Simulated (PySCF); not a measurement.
GeH₉NSi₂.
Numbering: `[SiH3:1][NH:2][SiH2:3][GeH3:4]` (hydrogens: H5, H6, H7 on Si1; H8 on N2; H9, H10 on Si3; H11, H12, H13 on Ge4)

Method used: PySCF, PBE0-D3(BJ)/def2-SVP geometry optimisation, gas phase.

Task: What internal coordinates does the optimisation give?

Result: 
```
                     bond  length (pm)   order
                   Si1–N2        174.0  single
                   N2–Si3        174.6  single
                  Si3–Ge4        238.2  single
   Si1–H5, Si1–H6, Si1–H7        149.5  single
                    N2–H8        101.8  single
          Si3–H9, Si3–H10        149.9  single
Ge4–H11, Ge4–H12, Ge4–H13        154.1  single
```

Bonds in one row agree within 1 pm and their mean is given. Orders are formal, as drawn. A selection of angles:
```
      angle  degrees
  N2–Si1–H5    110.2
  N2–Si1–H6    107.5
  N2–Si1–H7    113.7
  H5–Si1–H6    109.8
  H5–Si1–H7    107.4
 Si1–N2–Si3    130.7
  Si1–N2–H8    114.9
  Si3–N2–H8    114.1
 N2–Si3–Ge4    111.5
  N2–Si3–H9    112.5
 N2–Si3–H10    109.5
 Ge4–Si3–H9    107.7
Ge4–Si3–H10    109.0
 H9–Si3–H10    106.3
Si3–Ge4–H11    108.1
Si3–Ge4–H12    111.8
H11–Ge4–H12    108.3
H12–Ge4–H13    108.6
```

Dihedral angles: Si1–N2–Si3–Ge4 17° (synperiplanar). The mirror-image conformer, all signs reversed, is as good.

Si1 (SiH3 silicon) is distorted tetrahedral (angles from 107.4° to 113.7°). N2 (nitrogen bridging silicon atoms) is planar (angles 130.7°, 114.9° and 114.1°, sum 359.6°, 0.05 Å off the plane of its three neighbours). Ge4 (germanium bonded to Si and 3 H) is tetrahedral (angles from 108.1° to 111.8°). Si3 (SiH2 silicon) is tetrahedral (angles from 106.3° to 112.5°).

Whether it is a minimum is left open (no frequencies). One conformer, not necessarily the lowest.
